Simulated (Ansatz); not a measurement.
Spectroscopic constants of GeTe, closed-shell singlet (the spin of the measured ground state). No spin–orbit coupling. Ge is treated without relativity.

Seven points along R, fitted to fifth degree in 1/R; most abundant isotopes. Runs in def2 and cc sets follow the lowest solution found near the PBE0 minimum. The singlet is held restricted.

Correlated levels freeze the inner cores; with def2 sets outer-core shells near the valence are correlated too. CBS: X⁻³ extrapolation of the correlation energy, Hartree–Fock from the larger set.

Run with Ansatz (Gaussian basis) for Hartree–Fock, density functionals and correlated methods. Values without a source in brackets are computed. In def2 rows elements past Kr take small-core potentials, without spin–orbit coupling.

Doubts at one or more of the structures used: a restricted determinant that unrestricted orbitals would lower (CCSD(T)/def2-TZVPP, CCSD(T)/def2-QZVPP, CCSD(T)/CBS(def2-TZVPP, def2-QZVPP)).

Quantity: r_e, from seven points a level.

Costs are ratios of core time to PBE/def2-TZVPP (roughly 11 s), for whole runs (searches for the state included, and forces where a run took them) on one shared machine, so rough; each error counts from the measured 2.3402 Å [microwave values compiled in ACS Omega 2, 8373 (2017)].

```
level                                basis functions  cost  error (Å)
-----------------------------------  ---------------  ----  ---------
SVWN5/def2-TZVPP                                  98  ×0.8     -0.004
PBE/def2-TZVPP                                    98    ×1      0.028
PBE0/def2-TZVPP                                   98    ×1     -0.002
r2SCAN/def2-TZVPP                                 98    ×2      0.003
CAM-B3LYP/def2-TZVPP                              98    ×2     -0.015
B2PLYP/def2-TZVPP                                 98    ×2      0.016
wB97X-V/def2-TZVPP                                98    ×3     -0.028
B97M-V/def2-TZVPP                                 98    ×3      0.007
wB97M-V/def2-TZVPP                                98    ×3     -0.022
CCSD(T)/def2-TZVPP                                98    ×6      0.011
CCSD(T)/def2-QZVPP                               171   ×20      0.000
CCSD(T)/CBS(def2-TZVPP, def2-QZVPP)                -   ×20     -0.007
```

With a budget of 10 times the cost of PBE/def2-TZVPP, the closest level: PBE0/def2-TZVPP, at -0.002 Å; next is r2SCAN/def2-TZVPP at 0.003 Å.

What the step from CCSD(T)/def2-TZVPP to CCSD(T)/def2-QZVPP costs and buys: 98 to 171 functions, cost ×3 (rough); the error goes from 0.011 to 0.000 Å.

Ansatz is a quantum-chemistry and plane-wave program.
